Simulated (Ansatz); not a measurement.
BH4O4, SMILES O[B-](O)(O)O, charge -1.

Geometry: PBE0-D3(BJ)/def2-SVPD. One conformer was computed; it need not be the lowest.

Two levels are set side by side: PBE/def2-SVPD (Ansatz, a first-principles code) and CAM-B3LYP/def2-SVPD (Ansatz). Energy differences of separate SCF runs at the same geometry; the states with an electron removed or added have multiplicity 2. Differences are taken from unrounded values.

```csv
quantity,PBE
vertical ionisation energy (eV),3.84
vertical singlet–triplet gap (eV),4.61
```

Task: These are the PBE values. What does CAM-B3LYP give? (An estimate is asked for; the answer gives what the named calculation found.)

Result: 
```csv
quantity,CAM-B3LYP,PBE minus CAM-B3LYP
vertical ionisation energy (eV),4.85,-1.01
vertical singlet–triplet gap (eV),5.86,-1.24
```
